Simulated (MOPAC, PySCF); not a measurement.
CH3F2In, SMILES `[F][In]([F])[CH3]`, neutral singlet in the gas phase. 

Cartesian coordinates (Å):
```xyz
7

C     -1.1003    -0.0198     0.0673
In     1.0334     0.0204    -0.0686
F      2.2324    -1.5269    -0.0979
F      2.1685     1.6114    -0.1860
H     -1.4686    -0.8680    -0.5037
H     -1.3724    -0.1310     1.1146
H     -1.4931     0.9139    -0.3257
```
Charge 0, multiplicity 1.

All levels are single points at this geometry (B3LYP-D3(BJ)/def2-TZVP); Pople sets use spherical d functions. Orbital energies aren't observables, and empty levels follow the basis.

BP86/6-31G* (LANL2DZ on In) in PySCF gives dipole (D) = 4.06.

Task: Estimate the dipole (D) from each of these levels: B3LYP-D3(BJ)/def2-TZVP in PySCF; PBE-D3(BJ)/def2-TZVP in PySCF; B3LYP/6-311+G** (LANL2DZ on In) in PySCF; B3LYP/LANL2DZ in PySCF; SVWN5/6-31G* (LANL2DZ on In) in PySCF; AM1 in MOPAC; PM3 in MOPAC; PM7 in MOPAC.

Result: 
```
level                                     dipole (D)
----------------------------------------  ----------
B3LYP-D3(BJ)/def2-TZVP in PySCF                 4.72
PBE-D3(BJ)/def2-TZVP in PySCF                   4.52
B3LYP/6-311+G** (LANL2DZ on In) in PySCF        5.09
B3LYP/LANL2DZ in PySCF                          5.03
SVWN5/6-31G* (LANL2DZ on In) in PySCF           4.12
AM1 in MOPAC                                    4.38
PM3 in MOPAC                                    4.15
PM7 in MOPAC                                    4.55
```
